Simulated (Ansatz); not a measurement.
```yaml
crystal:
  periodic: [false, false, false]
  atoms:
    - {symbol: Sc, position_ang: [0.000353, -0.000038, -0.006170]}
    - {symbol: Cl, position_ang: [2.271038, -0.025465, 0.021988]}
    - {symbol: Cl, position_ang: [-1.113565, 1.979019, -0.012002]}
    - {symbol: Cl, position_ang: [-1.157827, -1.953525, -0.003825]}
basis:
  gaussian: {orbitals: aug-cc-pVDZ, final_grid: {core_spheres: 1, valence_spheres: 1, degree: 1}}
hamiltonian: {xc: {name: wB97M-V}}
```

```sh
$ ansatz run in.yaml --threads 2 --pin off --events-out ev --progress --plain --max-ram 4352MiB
```

It prints (some lines left out):

```
Functional definition: wB97M-V
1535 factors; their error is unknown
479 factors; integrals over basis functions are off by at most 2.4e-5 eV
mean field evaluation 1: about -58270.2608 eV, gradient 2.5e1 eV
mean field evaluation 2: about -58270.0036 eV, gradient 3.4e1 eV
mean field evaluation 4: about -58272.6987 eV, gradient 1.3e0 eV
mean field evaluation 8: about -58328.5158 eV, gradient 4.1e1 eV
mean field evaluation 16: about -58347.1613 eV, gradient 3.3e0 eV
mean field evaluation 32: about -58347.4062 eV, gradient 6.8e-4 eV
a density is far from that of the atoms, so the factors are made again for it
1564 factors; integrals over basis functions are off by at most 4.5e-5 eV
487 factors; integrals over basis functions are off by at most 1.6e-5 eV
mean field evaluation 64: about -58347.4075 eV, gradient 2.4e-2 eV
mean field -58347.40751188 eV, -2144.2276767682 hartree, gradient 3.7e-5 eV, S^2 0.000000; 0 other end points of the search recorded, 0 dependent functions left out
reference -58347.40759094 eV, -2144.2276796737 hartree; 36, 36 occupied and 104, 104 virtual orbitals, 1564 factors
Total energy: -58347.40759094 eV, -2144.2276796737 hartree
```

**Question.** Something in this input is off. What?

**Answer.** The integration grid is far too coarse. The calculation finished and met its thresholds. The result belongs to that input, not to the species as meant.
